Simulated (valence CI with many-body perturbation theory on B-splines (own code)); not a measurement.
## Questions on Dy LXI

Calculated by relativistic CI+MBPT: four valence electrons over a frozen Dirac-Fock core [He], radial functions for each j: 11 s, 11 p, 9 d, 7 f, 5 g, 2 h, 1 i, with the one-electron correlation potential Σ1, the two-electron term Σ2, the three-electron term Σ3, Breit, model QED; selected CI, second order for the rest (own B-spline code, finite nucleus).

The last digits are not significant, and no measured levels were compared; by estimate large intervals hold to a few tenths of a per cent, small ones and those within an open d or f shell to about a per cent. Among the levels kept, up to 290 cm⁻¹ of a level comes from second order outside the variational space, and about a tenth of that is noise between levels of different J, which matters for small intervals.

Levels are named by their leading jj configuration (3d3/2^4 stands for four electrons in 3d with j = 3/2), which in mixed levels can hold well under half, so a name can repeat and another be missing.

Rates and lifetimes use the calculated energies. Strong lines usually hold to 10 to 20 %, long lifetimes can be off by a factor of two.

What is the ground level?

(2s^2 2p1/2^2) J=0, composition 69 % 2s2 2p2 3P + 31 % 2s2 2p2 1S.

How well does LS coupling describe the low levels?

Among the lowest 20 levels the leading LS term, summed over configurations, holds 67 % on average. For single configurations the figures are 67 % in LS and 100 % in jj coupling. Terms mix most in the J = 1 level at 85.30 Ry, where the leading one holds 32 %.

What is the ionisation energy?

14145 eV; NIST lists 14144 ± 10 eV (theoretical).

What are the static dipole polarisabilities of the lowest levels?

(2s^2 2p1/2^2) J=0 0.000147 bohr³, of which the core gives 3.74e-07.

Where does the other parity begin?

At (2s 2p1/2^2 2p3/2) J=2, 79.69 Ry.

Among levels below 701.65 Ry, which E1 lines absorb most strongly from the ground level?

to (2s^2 2p1/2 3d3/2) J=1 at 0.1477 nm, f = 1.08; to (2s 2p1/2^2 3p1/2) J=1 at 0.1498 nm, f = 0.374; to (2s 2p1/2^2 3p3/2) J=1 at 0.1451 nm, f = 0.328.

Name the longest-lived excited levels whose lifetime is computed, and their main decay.

(2s^2 2p1/2 2p3/2) J=2 at 62.50 Ry lives 86.0 ns, mostly by E2 to (2s^2 2p1/2^2) J=0; (2s^2 2p1/2 2p3/2) J=1 at 61.20 Ry lives 275 ps, mostly by M1 to (2s^2 2p1/2^2) J=0.
